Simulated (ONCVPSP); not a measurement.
# What the settings do to the ONCV potential of fluorine

Base potential:

fluorine (F), optimised norm-conserving Vanderbilt (ONCV), made with ONCVPSP 4.0.1 (Wu-Cohen, scalar-relativistic). Core [He], reference 2s2 2p5. Waves: 2s: rc 0.75 bohr, ncon 4, nbas 9, qcut 11.1 1/bohr, 2 projectors, debl 2.1 Ha; 2p: rc 1.75 bohr, ncon 3, nbas 7, qcut 6.5 1/bohr, 1 projector. Local part: polynomial inside 0.65 bohr (lpopt 5, dvloc0 6 Ha). Core correction: Teter function, fcfact 3.5, rcfact 1.6.

All-electron outer shells of the reference configuration (Wu-Cohen, scalar-relativistic, ld1.x):

```tsv
shell	level (eV)	outermost node (bohr)	outermost maximum (bohr)
1s	-662.40	–	0.11
2s	-29.74	0.24	0.76
2p	-11.09	–	0.71
```

Cutoffs, loose and tight: the cutoffs (Ha) at which the residual kinetic energy of the hardest occupied pseudo-wave falls to 1 and 0.1 mHa per electron. They do not see the model core or the augmentation charge, which bear on the density cutoff. Test errors are all-electron minus pseudo excitation energies from the reference, over the configurations 2s2 2p4; 2s2 2p3; 2s2 2p2; 2s2 2p4.5. A dash means not determined; rows that change the core or the reference have their own tests. The largest error is taken over the tests solved by every variant that gives reliable tests at all: 2s2 2p3; 2s2 2p4; 2s2 2p4.5.

| change | outcome | cutoff, loose | cutoff, tight | bound ghosts | GHOST(+) flags above zero | largest test error (meV) |
| --- | --- | --- | --- | --- | --- | --- |
| base | generated | 52 Ha | 89 Ha | none | none | +977 |
| p: rc 1.26 | generated | 93 Ha | 153 Ha | none | none | +397 |
| p: rc 1.4 | generated | 52 Ha | 110 Ha | none | none | +495 |
| p: rc 1.52 | generated | 52 Ha | 89 Ha | none | none | +650 |
| p: rc 1.72 | generated | 52 Ha | 89 Ha | none | none | +933 |
| p: rc 1.88 | generated | 52 Ha | 89 Ha | none | none | +1176 |
| p: rc 2.24 | generated | 52 Ha | 89 Ha | none | none | +1747 |
| p: rc 2.38 | generated | 52 Ha | 89 Ha | none | none | +1970 |
| p: rc 2.6 | generated | 52 Ha | 89 Ha | none | none | +2348 |

(1) What comes out with this change to the base: p: rc 2.04?

Results:

(1) outcome: generated; cutoff, loose: 52 Ha; cutoff, tight: 89 Ha; bound ghosts: none; GHOST(+) flags above zero: none; largest test error (meV): +1415.

Reading the sweep of the p radius (base included, trends over the rows without a ghost): The loose cutoff falls from 93 Ha at 1.26 to 52 Ha at 2.6 bohr. A larger radius leaves more room for a smooth pseudo-wave, so fewer plane waves are needed; a smaller one forces it to follow the all-electron wave where it bends sharply. The median size of the test errors (rows with all tests solved) rises from 237.3 meV at 1.26 to 1129.3 meV at 2.38 bohr. More of the atom is replaced by a form fitted at one configuration, so other configurations suffer as the radius grows.
